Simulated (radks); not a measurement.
Problem. The mean radii <r> (bohr) of the occupied orbitals of an atom or ion are listed with their occupations. Method: Dirac Kohn-Sham, BLYP, spin-unpolarised, spherical densities, finite nucleus; Fermi nuclear charge, rms radius of each element as measured or else 0.836 A^(1/3) + 0.57 fm; computed with a radial shooting solver on a logarithmic mesh with Libxc functionals.

| orbital | occ. | <r> |
|---|---|---|
| 1s1/2 | 2 | 0.01715 |
| 2s1/2 | 2 | 0.07170 |
| 2p1/2 | 2 | 0.05906 |
| 2p3/2 | 4 | 0.06749 |
| 3s1/2 | 2 | 0.1866 |
| 3p1/2 | 2 | 0.1768 |
| 3p3/2 | 4 | 0.1923 |
| 3d3/2 | 4 | 0.1676 |
| 3d5/2 | 6 | 0.1723 |
| 4s1/2 | 2 | 0.4150 |
| 4p1/2 | 2 | 0.4179 |
| 4p3/2 | 4 | 0.4518 |
| 4d3/2 | 4 | 0.4618 |
| 4d5/2 | 6 | 0.4730 |
| 5s1/2 | 2 | 0.9535 |
| 4f5/2 | 6 | 0.5127 |
| 4f7/2 | 8 | 0.5201 |
| 5p1/2 | 2 | 1.035 |
| 5p3/2 | 4 | 1.136 |
| 5d3/2 | 4 | 1.613 |
| 5d5/2 | 5 | 1.687 |

Name the element and its charge. Open shells, if any, fill j = l - 1/2 first.

Solution. Z = 78, platinum, charge +1: Pt+ in [Xe] 4f14 5d9. The 1s radius gives Z: for a bare nucleus <r> = (2 gamma + 1)/(2Z) with gamma = sqrt(1 - (Z/c)^2), 0.01695 bohr for Z = 78, and screening makes it slightly larger (0.01715 here). The occupations add up to 77, and the charge is Z minus that.
